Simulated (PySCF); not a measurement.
BiSb⁺ at UHF-CCSD

Level: UHF-CCSD. basis Bi cc-pVDZ-PP with ECP60, Sb cc-pVDZ-PP with ECP28; scalar-relativistic core potentials; PySCF 2.14.

For BiSb⁺, the state is ²Π (doublet), unpaired electrons π ↑ and the bond length is 2.704 Å. The harmonic wavenumber is 207 cm⁻¹. The force constant is 1.94 mdyn/Å. The rotational constant Be is 0.03011 cm⁻¹. The anharmonicity ωexe is 0.344 cm⁻¹. The vibration–rotation constant αe is 6.33e-05 cm⁻¹.

Correlated steps freeze 8 core orbitals. Spin–orbit coupling is left out, which matters for elements this heavy, above all for dissociation energies. The state was picked by a PBE0 search and need not be the measured ground state.
